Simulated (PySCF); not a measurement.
## LiGa⁺ at UHF

Level: UHF. PySCF, spin-free X2C with a Gaussian nucleus, basis sets Li jorge-DZP-DKH, Ga jorge-DZP-DKH.

For LiGa⁺, the state is ²Σ⁺ (doublet), unpaired electrons σ ↑ and the bond length is 3.114 Å. The harmonic wavenumber is 197 cm⁻¹, the force constant is 0.146 mdyn/Å and the rotational constant Be is 0.2730 cm⁻¹. The anharmonicity ωexe is 0.896 cm⁻¹, the vibration–rotation constant αe is 0.00303 cm⁻¹ and the well depth De to Li⁺ + Ga is 1.32 eV. The dissociation energy D0 is 1.30 eV. The bond order (Mayer) is 0.54 and the dipole moment (positive dipole points towards Ga; it is taken about the centre of mass and depends on that origin) is -8.71 D.

Spin–orbit coupling is left out. For an ion De counts to the pair picked by the measured ionisation energies or electron affinities, which need not be the lowest pair at this level. Hartree–Fock leaves out correlation, which carries a large part of most bond energies and some tenths to 1 eV of ionisation energies. The state is the lowest determinant that a PBE0 search found; another state may lie lower at other levels.
